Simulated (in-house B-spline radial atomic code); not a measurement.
**Response and correlation of Zn XXVII (Zn26+)**

Closed shell [He] 2s2. Computed with a B-spline radial code for spherical atoms: Dirac-Hartree-Fock, relativistic RPA (time-dependent Dirac-Hartree-Fock) for the response and second-order many-body perturbation theory for correlation, no-pair Dirac-Coulomb Hamiltonian, finite nucleus.

Command:
```bash
python run_mb.py task.json out
```
Settings (nuclear radius in fm, box in bohr, cutoff in hartree):
```
basis_form          2
Z                   30
core_configuration  [He] 2s2
rms_radius          3.9283
mass_number         64
speed_of_light      137.036
box_radius          3.222
lmax                7
intervals           58
virtual_cutoff      22500.0
```

Run time, properties included: 0.3 s on 1 thread of Intel(R) Xeon(R) Platinum 8259CL CPU @ 2.50GHz, on a shared host.

```csv
"multipole (bohr³, bohr⁵, bohr⁷)",uncoupled,coupled RPA
dipole,0.0069426,0.009685
quadrupole,5.4657e-05,?
octupole,3.5022e-06,3.6019e-06
```

**Question.** What is the coupled quadrupole polarisability?

**Answer.** 5.6913e-05 atomic units, +4 % against the uncoupled value.

**Question.** Which subshells carry the dipole polarisability?

**Answer.** 2s1/2 100.1 %, 1s1/2 -0.1 %.

**Question.** What does the dipole shielding factor come to?

**Answer.** The dipole shielding factor is 0.133, against the exact N/Z = 4/30 = 0.133 of the non-relativistic theorem.

Dipole polarisability at imaginary frequency:

| u (Eh) | α(iu) (bohr³) |
| --- | --- |
| 0 | 0.009685 |
| 7.01 | 0.002495 |
| 21 | 0.0006055 |
| 42.1 | 0.0003101 |
| 70.1 | 0.000186 |
| 140 | 7.798e-05 |
| 281 | 2.833e-05 |
| 701 | 6.461e-06 |

**Question.** What dispersion coefficients follow for two such ions (the dispersion part alone)?

**Answer.** C6 = (3/π)∫α(iu)²du = 0.0002844 hartree·bohr⁶ and C8 = 1.871e-05 hartree·bohr⁸.

Lowest J = 1 odd-parity excitations:

```csv
energy (eV),oscillator strength,leading channel,weight
43.308,0.00211,2s1/2 → p1/2,0.858
110.08,0.14,2s1/2 → p3/2,0.858
1528.4,0.133,2s1/2 → p1/2,0.966
1539,0.591,2s1/2 → p3/2,0.966
2030.4,0.0366,2s1/2 → p1/2,0.975
2034.6,0.147,2s1/2 → p3/2,0.975
2260.6,0.0158,2s1/2 → p1/2,0.978
2262.7,0.0607,2s1/2 → p3/2,0.978
```

Second-order correlation energy by the highest angular momentum of the excited pair (hartree): s -0.01653, p -0.204, d -0.01129, f -0.002926, g -0.001059, h -0.0004667, i -0.0002356, k -0.0001257.

**Question.** What is the second-order correlation energy at the partial-wave limit?

**Answer.** The listed waves sum to -0.23666 hartree; extrapolating the increments as (l + 1/2)⁻⁴ gives -0.23692 hartree, -1.61 eV per electron.
